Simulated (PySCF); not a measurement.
Simulation results for CH4B2Cl, CH6BSi, BH3N, B2FHN and others

All values are calculated (PySCF 2.14.0). Calculation on a computer-drawn molecule: the log of a Hartree-Fock and frozen-core CCSD(T) single point meant for a local Hartree-Fock minimum, with one planted fault or none, to be diagnosed. Offsets are logged minus clean, where the clean run is the same molecule without the fault. The reference is restricted for singlets and unrestricted otherwise, and also for a bond in bohr or an excited solution. Adding or removing an electron swaps singlet and doublet. The excited solution moves the top pair (singlet) or top alpha electron (doublet) to the lowest empty orbital. Highest occupied and lowest empty are orbital energies over both spins, largest force is the largest gradient component, triples share is (T) over the correlation energy, the T1 limit is 0.02 restricted and 0.045 unrestricted, electrons count all cores, a negative frequency is imaginary (commonest isotopes), and the dipole is about the centre of nuclear charge.

Common to all runs: meant charge 1; meant multiplicity 1; logged SCF converged yes; logged CC converged yes; logged SCF stable within its kind yes; possible faults no fault, one electron removed, one electron added, multiplicity raised by two, geometry at a saddle point, SCF held on an excited solution, minimal basis STO-3G, one bond length entered in bohr, all coordinates scaled.

```yaml
- entry: 1
  formula: CH4B2Cl
  logged_structure:
    atoms_angstrom:
      - [B, -0.5569, 0.6592, 2.1113]
      - [C, -0.9667, 0.7292, 0.6966]
      - [B, 0.0586, 1.6, -0.2131]
      - [Cl, 0.9363, 2.8949, 0.5493]
      - [H, -0.2106, 0.5993, 3.2319]
      - [H, -1.9202, 1.2904, 0.6691]
      - [H, -1.1614, -0.272, 0.2922]
      - [H, 0.1725, 1.365, -1.3668]
  given:
    meant_basis: "cc-pV(D+d)Z"
    logged_electrons: 36
    logged_basis_functions: 28
    logged_spin_squared: 0.0
    "logged_highest_occupied [eV]": -15.769
    "logged_lowest_empty [eV]": -2.9151
    "logged_largest_force [hartree/bohr]": 0.018631
    logged_T1_diagnostic: 0.017124
    logged_D1_diagnostic: 0.058441
    logged_triples_share: 0.025637
    "logged_dipole_magnitude [debye]": 8.4443
    "logged_energy_HF [hartree]": -542.81859
    "logged_energy_CCSD(T) [hartree]": -542.98407
    drawn_bonds_atom: [1, 2, 3, 1, 2, 2, 3]
    drawn_bonds_other_atom: [2, 3, 4, 5, 6, 7, 8]
    drawn_bonds_order: [1, 1, 1, 1, 1, 1, 1]
  results:
    planted_fault: "minimal basis STO-3G"
    "HF_energy_offset_from_clean_run [kcal/mol]": 3758
    "CCSD(T)_energy_offset_from_clean_run [kcal/mol]": 3951
- entry: 2
  formula: CH6BSi
  logged_structure:
    atoms_angstrom:
      - [B, -1.0191, -0.8631, 0.441]
      - [C, -0.0517, -1.1458, -0.6043]
      - [Si, 1.9685, -4.2716, -0.0643]
      - [H, -1.7894, -0.667, 1.3057]
      - [H, -0.5747, -1.2669, -1.5642]
      - [H, 0.6633, -0.3131, -0.6749]
      - [H, 2.6841, -4.0819, 1.205]
      - [H, 2.8462, -4.3106, -1.2376]
      - [H, 1.0028, -5.3776, -0.0085]
  given:
    meant_basis: "cc-pV(D+d)Z"
    logged_electrons: 30
    logged_basis_functions: 81
    logged_spin_squared: 0.0
    "logged_highest_occupied [eV]": -13.411
    "logged_lowest_empty [eV]": -6.0318
    "logged_largest_force [hartree/bohr]": 0.028207
    logged_T1_diagnostic: 0.017555
    logged_D1_diagnostic: 0.057633
    logged_triples_share: 0.032521
    "logged_dipole_magnitude [debye]": 2.4845
    "logged_energy_HF [hartree]": -354.57334
    "logged_energy_CCSD(T) [hartree]": -354.94018
    drawn_bonds_atom: [1, 2, 1, 2, 2, 3, 3, 3]
    drawn_bonds_other_atom: [2, 3, 4, 5, 6, 7, 8, 9]
    drawn_bonds_order: [1, 1, 1, 1, 1, 1, 1, 1]
  results:
    planted_fault: "one bond length entered in bohr, row 2 of the drawn bonds"
    "HF_energy_offset_from_clean_run [kcal/mol]": 69.72
    "CCSD(T)_energy_offset_from_clean_run [kcal/mol]": 65.61
- entry: 3
  formula: BH3N
  logged_structure:
    atoms_angstrom:
      - [B, -0.2462, -1.0135, 0.7906]
      - ["N", 0.145, -2.1266, 1.3639]
      - [H, -0.5951, -0.0203, 0.2791]
      - [H, 1.0895, -2.4819, 1.289]
      - [H, -0.471, -2.7057, 1.9199]
  given:
    meant_basis: cc-pVDZ
    logged_electrons: 15
    logged_basis_functions: 43
    logged_spin_squared: 0.7687
    "logged_highest_occupied [eV]": -6.3421
    "logged_lowest_empty [eV]": 4.3076
    "logged_largest_force [hartree/bohr]": 0.05465
    logged_T1_diagnostic: 0.015252
    logged_D1_diagnostic: 0.04773
    logged_triples_share: 0.024987
    "logged_dipole_magnitude [debye]": 1.9153
    "logged_energy_HF [hartree]": -80.82566
    "logged_energy_CCSD(T) [hartree]": -81.09839
    drawn_bonds_atom: [1, 1, 2, 2]
    drawn_bonds_other_atom: [2, 3, 4, 5]
    drawn_bonds_order: [1, 1, 1, 1]
  results:
    planted_fault: "one electron added"
    "HF_energy_offset_from_clean_run [kcal/mol]": -126.7
    "CCSD(T)_energy_offset_from_clean_run [kcal/mol]": -136.0
- entry: 4
  formula: B2FHN
  logged_structure:
    atoms_angstrom:
      - [B, -2.1332, -1.1068, -2.6295]
      - ["N", -1.6892, -0.8725, -1.451]
      - [B, -1.2434, -0.6371, -0.267]
      - [F, -0.8132, -0.41, 0.8757]
      - [H, -2.5382, -1.3206, -3.7046]
  given:
    meant_basis: cc-pVDZ
    logged_electrons: 26
    logged_basis_functions: 61
    logged_spin_squared: 2.0142
    "logged_highest_occupied [eV]": -12.979
    "logged_lowest_empty [eV]": -8.6307
    "logged_largest_force [hartree/bohr]": 0.14264
    logged_T1_diagnostic: 0.019816
    logged_D1_diagnostic: 0.06822
    logged_triples_share: 0.026048
    "logged_dipole_magnitude [debye]": 2.1884
    "logged_energy_HF [hartree]": -203.45096
    "logged_energy_CCSD(T) [hartree]": -203.9152
    drawn_bonds_atom: [1, 2, 3, 1]
    drawn_bonds_other_atom: [2, 3, 4, 5]
    drawn_bonds_order: [1, 2, 1, 1]
  results:
    planted_fault: "multiplicity raised by two"
    "HF_energy_offset_from_clean_run [kcal/mol]": 136.4
    "CCSD(T)_energy_offset_from_clean_run [kcal/mol]": 155.4
- entry: 5
  formula: BH3NSi
  logged_structure:
    atoms_angstrom:
      - [B, -0.416, -0.9538, 0.7803]
      - ["N", -1.5383, -1.2279, 1.3114]
      - [Si, -2.9591, -1.5752, 1.9854]
      - [H, 0.6156, -0.7017, 0.2919]
      - [H, -4.1908, -1.0539, 1.4065]
      - [H, -3.0191, -2.4123, 3.1769]
  given:
    meant_basis: "cc-pV(D+d)Z"
    logged_electrons: 28
    logged_basis_functions: 22
    logged_spin_squared: 0.0
    "logged_highest_occupied [eV]": -15.971
    "logged_lowest_empty [eV]": -2.4679
    "logged_largest_force [hartree/bohr]": 0.053273
    logged_T1_diagnostic: 0.020923
    logged_D1_diagnostic: 0.059356
    logged_triples_share: 0.042111
    "logged_dipole_magnitude [debye]": 1.3001
    "logged_energy_HF [hartree]": -365.28088
    "logged_energy_CCSD(T) [hartree]": -365.45793
    drawn_bonds_atom: [1, 2, 1, 3, 3]
    drawn_bonds_other_atom: [2, 3, 4, 5, 6]
    drawn_bonds_order: [1, 2, 1, 1, 1]
  results:
    planted_fault: "minimal basis STO-3G"
    "HF_energy_offset_from_clean_run [kcal/mol]": 2700
    "CCSD(T)_energy_offset_from_clean_run [kcal/mol]": 2805
  notes: ["T1 above single-reference limit"]
- entry: 6
  formula: B2ClH3N
  logged_structure:
    atoms_angstrom:
      - [B, 0.4891, 2.0599, 0.9464]
      - ["N", -0.5512, 1.6887, 0.2291]
      - [B, -1.8799, 2.3725, 0.3183]
      - [Cl, -3.1543, 1.793, -0.6691]
      - [H, 1.3982, 2.4098, 1.5952]
      - [H, -0.4677, 0.9101, -0.4152]
      - [H, -1.975, 3.2815, 1.0716]
  given:
    meant_basis: "cc-pV(D+d)Z"
    logged_electrons: 36
    logged_basis_functions: 80
    logged_spin_squared: 0.0
    "logged_highest_occupied [eV]": -17.194
    "logged_lowest_empty [eV]": -4.4927
    "logged_largest_force [hartree/bohr]": 8.5348e-06
    "logged_lowest_frequency [cm^-1]": 142.02
    logged_T1_diagnostic: 0.01547
    logged_D1_diagnostic: 0.046725
    logged_triples_share: 0.029543
    "logged_dipole_magnitude [debye]": 8.9649
    "logged_energy_HF [hartree]": -564.8883
    "logged_energy_CCSD(T) [hartree]": -565.38001
    drawn_bonds_atom: [1, 2, 3, 1, 2, 3]
    drawn_bonds_other_atom: [2, 3, 4, 5, 6, 7]
    drawn_bonds_order: [1, 1, 1, 1, 1, 1]
  results:
    planted_fault: "no fault"
    "HF_energy_offset_from_clean_run [kcal/mol]": 0.0
    "CCSD(T)_energy_offset_from_clean_run [kcal/mol]": 0.0
- entry: 7
  formula: B2ClH3N
  logged_structure:
    atoms_angstrom:
      - [B, 0.4891, 2.0599, 0.9464]
      - ["N", -0.5512, 1.6887, 0.2291]
      - [B, -1.8799, 2.3725, 0.3183]
      - [Cl, -3.1543, 1.793, -0.6691]
      - [H, 1.3982, 2.4098, 1.5952]
      - [H, -0.4677, 0.9101, -0.4152]
      - [H, -1.975, 3.2815, 1.0716]
  given:
    meant_basis: "cc-pV(D+d)Z"
    logged_electrons: 35
    logged_basis_functions: 80
    logged_spin_squared: 0.7598
    "logged_highest_occupied [eV]": -25.373
    "logged_lowest_empty [eV]": -14.149
    "logged_largest_force [hartree/bohr]": 0.075968
    logged_T1_diagnostic: 0.021285
    logged_D1_diagnostic: 0.10467
    logged_triples_share: 0.02848
    "logged_dipole_magnitude [debye]": 5.2225
    "logged_energy_HF [hartree]": -564.31427
    "logged_energy_CCSD(T) [hartree]": -564.77481
    drawn_bonds_atom: [1, 2, 3, 1, 2, 3]
    drawn_bonds_other_atom: [2, 3, 4, 5, 6, 7]
    drawn_bonds_order: [1, 1, 1, 1, 1, 1]
  results:
    planted_fault: "one electron removed"
    "HF_energy_offset_from_clean_run [kcal/mol]": 360.2
    "CCSD(T)_energy_offset_from_clean_run [kcal/mol]": 379.8
- entry: 8
  formula: BClH4NSi
  logged_structure:
    atoms_angstrom:
      - [B, -0.96, 0.3373, -0.2004]
      - ["N", 0.2154, 0.4557, 0.3634]
      - [Si, 0.5034, 0.4037, 2.1881]
      - [Cl, -1.3865, 0.1359, 2.8931]
      - [H, -2.0107, 0.2315, -0.7035]
      - [H, 1.0247, 0.5846, -0.2355]
      - [H, 1.3618, -0.7515, 2.4207]
      - [H, 1.0575, 1.7059, 2.5388]
  given:
    meant_basis: "cc-pV(D+d)Z"
    logged_electrons: 45
    logged_basis_functions: 94
    logged_spin_squared: 0.7651
    "logged_highest_occupied [eV]": -22.101
    "logged_lowest_empty [eV]": -15.418
    "logged_largest_force [hartree/bohr]": 0.10836
    logged_T1_diagnostic: 0.08955
    logged_D1_diagnostic: 0.57269
    logged_triples_share: 0.034
    "logged_dipole_magnitude [debye]": 11.841
    "logged_energy_HF [hartree]": -829.11386
    "logged_energy_CCSD(T) [hartree]": -829.5991
    drawn_bonds_atom: [1, 2, 3, 1, 2, 3, 3]
    drawn_bonds_other_atom: [2, 3, 4, 5, 6, 7, 8]
    drawn_bonds_order: [1, 1, 1, 1, 1, 1, 1]
  results:
    planted_fault: "one electron removed"
    "HF_energy_offset_from_clean_run [kcal/mol]": 390.3
    "CCSD(T)_energy_offset_from_clean_run [kcal/mol]": 409.9
  notes: ["T1 above single-reference limit"]
```
